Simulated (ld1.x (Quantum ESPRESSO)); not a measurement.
Which change was made? (Pb, TM)

Pb (Z = 82), norm-conserving Troullier–Martins (Kleinman–Bylander form), made with ld1.x (Quantum ESPRESSO) 7.5 (PBE, scalar-relativistic). Core [Xe] 4f14, reference 5d10 6s2 6p2. Waves: 6p (bound): rc 2.00 bohr; 5d (bound): rc 1.90 bohr; 6s (bound): rc 1.95 bohr. Local part: the s channel. Core correction: none.

Cutoffs, loose and tight: the cutoffs (Ry, on a coarse ladder) from which the occupation-weighted sum of valence levels, in a spherical-Bessel basis at the reference potential, stays within 10 and 1 mRy of its value at 400 Ry. They do not see the model core or the augmentation charge, which bear on the density cutoff. Test errors are all-electron minus pseudo excitation energies from the reference, over the configurations 5d10 6s2 6p1; 5d10 6s2 6p0; 5d10 6s1 6p0; 5d10 6s1 6p2; 5d10 6s0 6p0; 5d10 6s2 6p2.3; 5d10 6s0 6p4; variants that change the core or the reference have their own tests.

The base gives: outcome: generated; cutoff, loose: 50 Ry; cutoff, tight: 90 Ry; bound ghosts: none; largest test error (meV): +38.

After one change the result is: outcome: generated; cutoff, loose: 50 Ry; cutoff, tight: 90 Ry; bound ghosts: none; largest test error (meV): -127. Which change was it?
A. core correction a·sin(br)/r model core inside 2.26 bohr
B. core correction a·sin(br)/r model core inside 2.06 bohr
C. core correction a·sin(br)/r model core inside 1.16 bohr
D. core correction a·sin(br)/r model core inside 1.80 bohr

C. The others give: core correction a·sin(br)/r model core inside 2.06 bohr → outcome: generated; cutoff, loose: 50 Ry; cutoff, tight: 90 Ry; bound ghosts: none; largest test error (meV): -56 | core correction a·sin(br)/r model core inside 1.80 bohr → outcome: generated; cutoff, loose: 50 Ry; cutoff, tight: 90 Ry; bound ghosts: none; largest test error (meV): -100 | core correction a·sin(br)/r model core inside 2.26 bohr → outcome: generated; cutoff, loose: 50 Ry; cutoff, tight: 90 Ry; bound ghosts: none; largest test error (meV): -23.
